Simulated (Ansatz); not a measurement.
`C[CH2][Al]([NH2])[F]` + silanol → `[NH2][Al]([F])[O][SiH3]` + ethane  (ligand exchange at the Al–C bond)

Program: Ansatz. Geometries: PBE0-D4/def2-TZVP. ΔE: electronic, gas phase. CCSD(T)/CBS adds triple-zeta CCSD(T) − MP2 to the extrapolated MP2 energy (def2 sets, frozen cores). This one scheme is used for every species. DFT in def2-TZVPP. HSE06 is defined as in plane-wave codes. Each species was taken in one conformer, which may not be the lowest.

```tsv
level	ΔE (kcal/mol)	difference from CCSD(T)/CBS
PBE-D4	-36.4	4.1
revPBE-D4	-36.5	4.0
r2SCAN-D4	-40.4	0.1
PBE0-D4	-38.3	2.2
r2SCANh-D4	-40.7	-0.2
r2SCAN0-D4	-41.1	-0.6
ωB97M-V	-39.4	1.1
revPBE	-36.9	3.6
BLYP	-39.9	0.6
r2SCANh	-40.8	-0.3
HSE06	-38.4	2.1
BHLYP	-43.4	-2.9
HF/def2-SVP	-47.0	-6.5
MP2/def2-SVP	-43.0	-2.5
CCSD/def2-TZVPP	-41.8	-1.3
CCSD(T)/def2-TZVPP	-40.9	-0.4
CCSD(T)/CBS	-40.5	0
```

Largest T1 diagnostic among the species: 0.011.

At CCSD(T), def2-SVP lies −2.1 kcal/mol from the extrapolated value and def2-TZVPP −0.4 kcal/mol. Leaving LDA and LC-ωPBE aside and taking each functional with its dispersion term where it has one, the values, not all of them listed here, spread over 6.9 kcal/mol, from BHLYP-D4 to PBE-D4. From PBE to PBE0 (25 % exact exchange), in def2-TZVPP and without D4, ΔE moves by −1.9 kcal/mol.
